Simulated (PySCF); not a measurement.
# Reading the logs of faulty runs: Al2BH3N cation

Calculated results; nothing here was measured. They come from PySCF 2.14.0, an open-source quantum chemistry program, on an isolated molecule that a program drew, which may never have been made. The molecule is Al2BH3N cation (charge +1, singlet), drawn as the SMILES string `B=[N][Al+][AlH2]`.

Each row is a Hartree-Fock (HF) and frozen-core CCSD(T) single point in the cc-pV(D+d)Z basis, meant for a local HF minimum. Run 1 is clean. Each other run has one planted mistake out of seven kinds, and not every kind appears here: one electron removed, one electron added, multiplicity raised by two, geometry at a saddle point, minimal basis STO-3G, one bond length entered in bohr, all coordinates scaled. The reference is restricted for singlets and unrestricted otherwise, and also for a bond in bohr. Adding or removing an electron swaps singlet and doublet. Electrons count all cores. HOMO and LUMO are orbital energies over both spins, the gradient is its largest component, and the lowest frequency (negative if imaginary) is given only where the gradient is small. Bond lengths are over the 6 bonds as drawn. T1 is the CCSD diagnostic: over 0.02 (restricted) or 0.045 (unrestricted) a single reference is doubtful.

Geometry of the clean run:
```xyz
7
Al2BH3N cation, angstrom
B     1.1064    2.8278    3.1821
N     0.7285    2.4102    2.0490
Al    0.2193    1.8481    0.5227
Al   -0.5870    0.9579   -1.8807
H     1.4558    3.2138    4.2295
H    -0.0143    1.8059   -3.0537
H    -1.5179   -0.2852   -1.7731
```

| run | electrons | basis functions | <S^2> | HOMO (eV) | LUMO (eV) | gradient (hartree/bohr) | lowest frequency (cm^-1) | mean bond (Å) | longest bond (Å) | T1 | HF (hartree) | CCSD(T) (hartree) | mistake |
|---|---|---|---|---|---|---|---|---|---|---|---|---|---|
| 1 | 40 | 89 | 0.000 | -15.36 | -4.54 | 3.0e-05 | 80 | 1.6566 | 2.687 | 0.0160 | -564.53748 | -564.91583 | no fault |
| 2 | 40 | 89 | 1.025 | -13.41 | -3.89 | 4.6e-02 | - | 1.8442 | 2.687 | 0.0739 | -564.22880 | -564.59069 | one bond length entered in bohr |
| 3 | 39 | 89 | 0.768 | -21.30 | -13.60 | 6.7e-02 | - | 1.6566 | 2.687 | 0.0232 | -564.00626 | -564.36063 | ? |
| 4 | 40 | 31 | 0.000 | -12.96 | 1.71 | 6.3e-02 | - | 1.6566 | 2.687 | 0.0193 | -557.79646 | -558.00139 | ? |

**Which mistake was planted in run 3, and what did it cost?**

It counts 39 electrons, one fewer than the clean run, at the same geometry and basis. So the mistake is: one electron removed. Subtracting run 1 and multiplying by 627.51 kcal/mol a hartree, the energy moved by 333.3 kcal/mol in HF and 348.4 kcal/mol in CCSD(T).

**Which mistake was planted in run 4, and what did it cost?**

It has 31 basis functions where the clean run has 89, with the same electrons and geometry. So the mistake is: minimal basis STO-3G. Subtracting run 1 and multiplying by 627.51 kcal/mol a hartree, the energy moved by 4230.1 kcal/mol in HF and 4338.9 kcal/mol in CCSD(T).

Cautions from the logs. Run 2: T1 is over the limit, so its CCSD(T) energy is less reliable.
